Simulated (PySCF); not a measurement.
F3Fe, SMILES [F][Fe+]([F])[F] (connectivity only; charge and spin as stated), charge +1, multiplicity 5. Atoms are numbered in the order given.

```xyz
4

Fe     0.0000     0.0000     0.1367
F      0.0000     0.0000    -1.5099
F      0.0000    -1.6052     0.5574
F      0.0000     1.6052     0.5574
```
Charge +1, spin multiplicity 5.

The structure is a stationary point at PBE0-D3(BJ)/def2-SVP. The spin state was assumed, not searched.

Method: PBE/def2-TZVPD run with PySCF.

Mulliken values depend strongly on the basis, most of all with diffuse functions as here. ESP charges are fitted to the potential on shells at 1.4 to 2.0 van der Waals radii. Atomic charges (e):

```csv
atom,Mulliken,ESP fit,Mulliken spin
Fe1,1.88,1.25,3.19
F2,-0.28,-0.08,0.30
F3,-0.30,-0.09,0.26
F4,-0.30,-0.09,0.26
```
